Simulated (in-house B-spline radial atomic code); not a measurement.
Values are calculated unless marked as measured or tabulated.
**Extrapolating the RPA correlation energy in partial waves: Si IV (Si3+)**

All-electron RPA on r2SCAN orbitals from a B-spline radial code for spherical atoms, non-relativistic, point nucleus, configuration [Ne] 3s1, highest spin. With empty states up to angular momentum L the sums are:

| L | E_c(L) (hartree) |
| --- | --- |
| 3 | -0.580702 |
| 4 | -0.613764 |
| 5 | -0.626774 |

For large l each further wave adds A/(l + 1/2)⁴, because the basis must build the cusp where two electrons meet.

Problem. Estimate the limit from L = 4 and L = 5.

Solution. Wave 5 adds -0.013010, against a sum of (l + 1/2)⁻⁴ of 1.09282e-03, so A = -11.905. The sum over l > 5 is ζ(4, 6.5) = 1.5223e-03, close to 1/(3 × 6³) = 1.5432e-03. The tail is -0.018123 and the limit -0.64490 hartree.

Problem. How good is the estimate?

Solution. A run to L = 11 sums to -0.64034 and extrapolates to -0.64199 hartree, 0.08 millihartree from the run before. The estimate differs from that by -2.91 millihartree, while the bare sum at L = 5 misses 15.2 millihartree (2.4 %).
